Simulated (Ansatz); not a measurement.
Clusters of 5 atoms, II-VI: PBE-D4/def2-TZVP single points in Ansatz on relaxed structures, gas phase. Each cluster is the lowest isomer that a short search found in that spin, judged at the geometry's level, and lower ones may exist. Core potentials for Ba, Hg, Sr, Te, no spin–orbit coupling. HOMO and LUMO are taken over both spins. Binding counts from free atoms in the multiplicity of their measured ground term, without zero-point energy. Singlets are spin-restricted. A dash marks a value that wasn't run or was left out as unsound. The structures are stationary points that may keep the symmetry of their start. Remarks come from the PBE and PBE0 runs and from stability tests at other levels; not every state was tested.

(1) Estimate the order by binding per atom (eV), lowest first.
A. Ba3Se2 (singlet)
B. Ca2Te3 (singlet)
C. Mg2Te3 (singlet)
D. Ca3Te2 (singlet)
E. Sr2S3 (singlet)
F. Hg2S3 (singlet)
G. Sr2O3 (with an O–O bond) (singlet)

(1) F (1.61), C (2.05), D (2.35), B (2.68), A (2.89), E (3.21), G (3.63).

In full:

```tsv
species	atoms	state	geometry	HOMO (eV)	LUMO (eV)	gap (eV)	binding per atom (eV)	lowest of the spins relaxed	point group (within 0.1 Å)	remarks
Mg2Te3	5	singlet	r2SCAN-D4/def2-SVP	-4.65	-3.17	1.48	2.05	–	C2	–
Hg2S3	5	singlet	r2SCAN-D4/def2-SVP	-5.46	-4.29	1.17	1.61	singlet, of singlet/triplet	C2	–
Sr2O3 (with an O–O bond)	5	singlet	PBE0-D4/def2-SVP	-3.20	-1.50	1.71	3.63	singlet, of singlet/triplet/quintet	C2v	–
Be3Te2⁺	5	doublet	PBE-D4/def2-SVP	-9.06	-8.08	0.97	–	doublet, of doublet/quartet	D3h	–
Ba3Se2	5	singlet	PBE0-D4/def2-SVP	-2.62	-1.75	0.87	2.89	–	D3h	restricted SCF unstable in HF
Ca3Te2	5	singlet	PBE-D4/def2-SVP	-3.12	-2.31	0.81	2.35	singlet, of singlet/triplet/quintet	D3h	–
Ca2Te3	5	singlet	PBE-D4/def2-SVP	-4.28	-2.75	1.53	2.68	–	C2v	–
Sr2S3	5	singlet	B3LYP-D4/def2-SVP	-4.09	-1.99	2.09	3.21	singlet, of singlet/triplet/quintet	C2v	–
```

The gap (eV) runs from 0.81 (Ca3Te2) to 2.09 (Sr2S3).
